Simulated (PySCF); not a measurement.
C4H12Ge, SMILES CCC[CH2][GeH3], GFN2-xTB optimised geometry.

```
17

C      1.34    -1.38    -0.06
C      0.77     0.03     0.00
C     -0.76     0.03     0.00
C     -1.33     1.44     0.00
Ge    -0.81     2.53     1.56
H      1.00    -1.96     0.80
H      1.01    -1.88    -0.97
H      2.43    -1.35    -0.05
H      1.12     0.53     0.91
H      1.13     0.61    -0.85
H     -1.11    -0.51     0.88
H     -1.12    -0.51    -0.88
H     -1.03     1.96    -0.91
H     -2.43     1.38    -0.02
H     -0.86     1.74     2.83
H     -1.73     3.70     1.73
H      0.57     3.10     1.45
```

Density from CAM-B3LYP/def2-SVP in PySCF at that geometry.

Minimum of the electron density along straight lines between bonded atoms, close to the bond critical point (lines longer than 1.1 times the sum of covalent radii, or with two minima, are not listed):

```json
[
 {"bond": "C1–C2", "length / Å": "1.523", "ρ at the minimum / e bohr⁻³": "0.247", "∇²ρ there / e bohr⁻⁵": "-0.58", "position (fraction from the first atom)": "0.50"},
 {"bond": "C2–C3", "length / Å": "1.524", "ρ at the minimum / e bohr⁻³": "0.249", "∇²ρ there / e bohr⁻⁵": "-0.58", "position (fraction from the first atom)": "0.50"},
 {"bond": "C3–C4", "length / Å": "1.524", "ρ at the minimum / e bohr⁻³": "0.244", "∇²ρ there / e bohr⁻⁵": "-0.56", "position (fraction from the first atom)": "0.50"},
 {"bond": "C4–Ge5", "length / Å": "1.976", "ρ at the minimum / e bohr⁻³": "[?]", "∇²ρ there / e bohr⁻⁵": "[?]", "position (fraction from the first atom)": "0.53"},
 {"bond": "C1–H6", "length / Å": "1.088", "ρ at the minimum / e bohr⁻³": "0.277", "∇²ρ there / e bohr⁻⁵": "-1.02", "position (fraction from the first atom)": "0.63"},
 {"bond": "C1–H7", "length / Å": "1.088", "ρ at the minimum / e bohr⁻³": "0.276", "∇²ρ there / e bohr⁻⁵": "-1.02", "position (fraction from the first atom)": "0.63"},
 {"bond": "C1–H8", "length / Å": "1.088", "ρ at the minimum / e bohr⁻³": "0.277", "∇²ρ there / e bohr⁻⁵": "-1.02", "position (fraction from the first atom)": "0.63"},
 {"bond": "C2–H9", "length / Å": "1.095", "ρ at the minimum / e bohr⁻³": "0.275", "∇²ρ there / e bohr⁻⁵": "-0.99", "position (fraction from the first atom)": "0.62"},
 {"bond": "C2–H10", "length / Å": "1.093", "ρ at the minimum / e bohr⁻³": "0.276", "∇²ρ there / e bohr⁻⁵": "-1.00", "position (fraction from the first atom)": "0.62"},
 {"bond": "C3–H11", "length / Å": "1.094", "ρ at the minimum / e bohr⁻³": "0.276", "∇²ρ there / e bohr⁻⁵": "-1.00", "position (fraction from the first atom)": "0.62"},
 {"bond": "C3–H12", "length / Å": "1.094", "ρ at the minimum / e bohr⁻³": "0.275", "∇²ρ there / e bohr⁻⁵": "-1.00", "position (fraction from the first atom)": "0.62"},
 {"bond": "C4–H13", "length / Å": "1.092", "ρ at the minimum / e bohr⁻³": "0.273", "∇²ρ there / e bohr⁻⁵": "-0.98", "position (fraction from the first atom)": "0.63"},
 {"bond": "C4–H14", "length / Å": "1.093", "ρ at the minimum / e bohr⁻³": "0.273", "∇²ρ there / e bohr⁻⁵": "-0.98", "position (fraction from the first atom)": "0.63"},
 {"bond": "Ge5–H15", "length / Å": "1.496", "ρ at the minimum / e bohr⁻³": "0.141", "∇²ρ there / e bohr⁻⁵": "0.08", "position (fraction from the first atom)": "0.59"},
 {"bond": "Ge5–H16", "length / Å": "1.497", "ρ at the minimum / e bohr⁻³": "0.141", "∇²ρ there / e bohr⁻⁵": "0.09", "position (fraction from the first atom)": "0.59"},
 {"bond": "Ge5–H17", "length / Å": "1.496", "ρ at the minimum / e bohr⁻³": "0.142", "∇²ρ there / e bohr⁻⁵": "0.09", "position (fraction from the first atom)": "0.59"}
]
```

### Question
Fill in the missing entries.

### Answer

- C4–Ge5, ρ at the minimum / e bohr⁻³: 0.126
- C4–Ge5, ∇²ρ there / e bohr⁻⁵: 0.03
